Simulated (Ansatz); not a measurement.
`[OH][InH][Cl]` → H• + `[O][InH][Cl]`• at 700 K and 1 bar (homolysis of the H–O bond).

Isolated molecules relaxed with PBE0-D4/def2-TZVP in Ansatz; ΔE leaves out vibrations. CCSD(T)/CBS is the MP2 limit (def2-TZVPP, def2-QZVPP) plus CCSD(T) − MP2 in def2-TZVPP, frozen cores. This one scheme is used for every species, atoms too. Open shells (•) are unrestricted, without spin–orbit coupling. def2 core potentials past Kr. Bonds to In are less sure, by a few kJ/mol each and by 10 to 20 or more in all where they break to atoms, as the def2 sets lack core-valence functions. One conformer a species, not always the lowest.

```csv
species,CCSD(T)/CBS energy (Eh),H − E (kJ/mol),S (J/(mol·K))
`[OH][InH][Cl]`,-726.02900,102.6,384.1
H•,-0.50000,14.6,132.5
`[O][InH][Cl]`•,-725.32755,66.0,374.6
```

H − E and S are ideal-gas, rigid-rotor, harmonic terms from PBE0-D4/def2-TZVP, for one conformer and one mirror image of each species, with the whole ground term of open shells counted as degenerate. 1 Eh = 2625.50 kJ/mol, R = 8.31446 J/(mol·K).

Task: By hand: ΔE, ΔH, ΔS and ΔG.

Result: ΔE = (-0.50000) + (-725.32755) − (-726.02900) = 0.20145 Eh = 528.9 kJ/mol. Δ(H − E) = 14.6 + 66.0 − 102.6 = -22.0, so ΔH = 506.9 kJ/mol. ΔS = 132.5 + 374.6 − 384.1 = 123.0 J/(mol·K). ΔG = 506.9 − 700 × (123.0)/1000 = 420.8 kJ/mol.

Task: By hand: the equilibrium constant, and the temperature at which ΔG would vanish if ΔH and ΔS stayed fixed.

Result: log₁₀ K = −ΔG/(RT ln 10) = -31.4. ΔG = 0 at ΔH/ΔS = 4121 K, far beyond where these terms or the molecules hold.

The number of gas molecules changes by +1, which sets the sign of ΔS. A doubt of 5 kJ/mol in ΔE shifts log₁₀ K by 0.4 here. Other conformers and mirror images would add mixing entropy, several J/(mol·K) or more a flexible species. These are equilibria of isolated gas molecules and say nothing of rates. Largest T1 diagnostic: 0.017 (customary marks: 0.02 for closed shells, 0.045 for open ones).
